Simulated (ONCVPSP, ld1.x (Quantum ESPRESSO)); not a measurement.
## Potentials for Hf compared

Generated with ld1.x 7.5 (TM, RRKJ, ultrasoft, PAW), atompaw 4.2 or ONCVPSP 4.0.1. The cutoff is in Ry: for ld1.x and atompaw files where the sum of valence levels is converged to 10 mRy in a Bessel basis, for ONCV files where the hardest occupied wave has 1 mHa per electron of residual kinetic energy. The error is the largest all-electron minus pseudo excitation energy over each file’s own four to seven test configurations (ionisations up to +4, promotions, holes and added fractions of an electron), all of which were solved. The labels leave out finer settings (local radius, basis sizes, second energies), which also bear on the numbers. Spin-polarised tests are not counted. The rows are a selection from randomly drawn settings: files with unsolved tests, undetermined cutoffs or missed reference levels are left out.

A true bound ghost makes a file unfit for plane-wave use even where its test errors are small: the radial tests pick states by their node count and pass the ghost by.

| potential | cutoff (Ry) | largest error (meV) | bound ghosts |
| --- | --- | --- | --- |
| ONCV, PW91, scalar-relativistic, rc 1.25/1.70/2.85 (spd), local smoothed, core correction yes, reference 5s2 5p6 5d2, qcut 4.5/7.7/5, projectors 2/2/2 | 220 | -6.4 | s |
| ONCV, LDA (Perdew-Zunger), fully relativistic, rc 1.70/2.25/1.65 (spd), local smoothed, core correction yes, reference 5s2 5p6 5d1, qcut 7.7/7.8/6.5, projectors 2/2/2 | 40 | -49 | none |
| ONCV, PBE, scalar-relativistic, rc 1.65/2.20/3.05 (spd), local smoothed, core correction no, reference 5s2 5p6 5d2 6s1.5, qcut 6.8/6.6/4, projectors 2/2/2 | 37 | +3.8 | none |
| ONCV, LDA (Perdew-Zunger), non-relativistic, rc 2.35/2.20/2.70 (spd), local smoothed, core correction yes, reference 5s2 5p6 5d2 6s2, qcut 6.4/7.7/6.1, projectors 2/2/1 | 22 | -24 | none |
| ONCV, PBEsol, scalar-relativistic, rc 2.05/1.85/2.00 (spd), local smoothed, core correction no, reference 5s2 5p6 5d2 6s1, qcut 5.1/6.2/4.5, projectors 2/2/2 | 23 | -8.5 | none |
| RRKJ, LDA (PZ), scalar-relativistic, rc 2.70/3.10/2.05 (spd), local s, core correction yes, reference 5d2 6s1 6p1 | 21 | -221 | none |

Question: Fill in the row for Hf: TM, LDA (PZ), fully relativistic, rc 2.65/3.95/2.40/3.80 (spdf), local s, core correction yes, reference 5d2 6s1 6p0.

Answer: cutoff 21 Ry, largest error -258 meV, bound ghosts: none.
